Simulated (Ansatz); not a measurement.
This geometry of BrCl$_{3}$HIn (6 atoms, charge 0, multiplicity 1) is a first-order saddle point.

Level of theory: RKS B3LYP-D4/def2-SVP in Ansatz 0.2.0.

```xyz
6
Properties=species:S:1:pos:R:3
In 0.018 -0.323 -0.043
Cl 0.021 0.070 2.459
Cl 2.070 0.202 -1.037
Cl -2.063 0.116 -1.018
Br 0.082 -2.821 1.052
H 0.061 -1.564 2.143
```

Task: Which two structures does it join? (They come from a converged band through this point; their orientation in space is the band's.)

Result: Bonds broken: Br5–H6. Bonds formed: Cl2–H6.

First end point:

```xyz
6
Properties=species:S:1:pos:R:3
In 0.013 -0.013 0.079
Cl 0.013 0.473 2.408
Cl 2.045 0.140 -1.079
Cl -2.035 0.041 -1.059
Br 0.083 -2.861 0.991
H 0.072 -2.100 2.216
```

Last end point:

```xyz
6
Properties=species:S:1:pos:R:3
In 0.026 -0.674 -0.267
Cl 0.022 0.067 2.501
Cl 2.030 0.325 -0.964
Cl -2.029 0.229 -0.945
Br 0.086 -3.038 0.584
H 0.055 -1.228 2.647
```

Task: How far does it lie above each of them?

Result: 0.156 eV above the first and 0.331 eV above the second. This is the barrier of this one path; another mechanism may lie lower. The orbitals stay closed-shell, which can raise the energy where a bond breaks towards radicals; this wasn't checked here.

Run time: 100 s on 4 threads of Arm Neoverse V1, on a shared host, peak memory 0.36 GiB.
